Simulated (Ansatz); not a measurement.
Geometry optimisation, RKS CAM-B3LYP-D4/def2-SVP (Ansatz).

input.yaml

```yaml
crystal:
  periodic: [false, false, false]
  atoms:
    - { symbol: Zr, position_ang: [0.188726, 0.034062, -0.072237] }
    - { symbol: F, position_ang: [0.181809, -0.145016, 1.867406] }
    - { symbol: F, position_ang: [1.989847, 0.00898, -0.650927] }
    - { symbol: F, position_ang: [-0.569653, 1.682512, -0.621963] }
    - { symbol: F, position_ang: [-0.698807, -1.421911, -0.901983] }
    - { symbol: "N", position_ang: [-2.821784, -0.06166, 1.501803] }
    - { symbol: H, position_ang: [-2.939791, -0.792483, 0.806278] }
    - { symbol: H, position_ang: [-2.904723, 0.863419, 1.090656] }
    - { symbol: H, position_ang: [-1.936622, -0.167903, 2.028066] }
basis:
  gaussian: { orbitals: def2-SVP }
hamiltonian:
  xc: cam_b3lyp
  dispersion: d4
relax:
  f_tol: 0.03
  max_steps: 50
```

Run as:

```bash
$ ansatz run input.yaml --threads 4 --pin off --max-ram 5120MiB --backend cpu --events-out ev --progress --plain --runs-dir out
```

Q: Where does it end, and by what steps?

A: The run converged. After 10 steps the energy has fallen by 1.069 eV; N6 moved furthest, 0.67 Å. Joined: Zr1–N6 (3.40 → 2.45 Å).

```json
{"step": "0", "energy less start (eV)": "0.0000", "largest force component (eV/Å)": "1.106", "accepted": "yes"}
{"step": "1", "energy less start (eV)": "-0.1066", "largest force component (eV/Å)": "0.873", "accepted": "yes"}
{"step": "2", "energy less start (eV)": "-0.2293", "largest force component (eV/Å)": "1.269", "accepted": "yes"}
{"step": "3", "energy less start (eV)": "-0.2048", "largest force component (eV/Å)": "1.951", "accepted": "no"}
{"step": "4", "energy less start (eV)": "-0.3321", "largest force component (eV/Å)": "1.338", "accepted": "yes"}
{"step": "5", "energy less start (eV)": "-0.4744", "largest force component (eV/Å)": "1.461", "accepted": "yes"}
{"step": "6", "energy less start (eV)": "-0.7082", "largest force component (eV/Å)": "1.459", "accepted": "yes"}
{"step": "7", "energy less start (eV)": "-1.0332", "largest force component (eV/Å)": "0.911", "accepted": "yes"}
{"step": "8", "energy less start (eV)": "-1.0591", "largest force component (eV/Å)": "0.434", "accepted": "yes"}
{"step": "9", "energy less start (eV)": "-1.0669", "largest force component (eV/Å)": "0.182", "accepted": "yes"}
{"step": "10", "energy less start (eV)": "-1.0694", "largest force component (eV/Å)": "0.006", "accepted": "yes"}
```

```xyz
9
Properties=species:S:1:pos:R:3
Zr -0.043 0.016 0.100
F 0.429 -0.187 1.947
F 1.696 0.043 -0.691
F -0.690 1.736 -0.447
F -0.790 -1.515 -0.779
N -2.273 -0.019 1.113
H -2.843 -0.778 0.736
H -2.777 0.854 0.944
H -2.220 -0.150 2.125
```

Whether the end is a true minimum wasn't checked by a vibrational analysis.

The run took 26 s on 4 threads of Arm Neoverse V1, with other jobs on the host, peak memory 0.33 GiB.
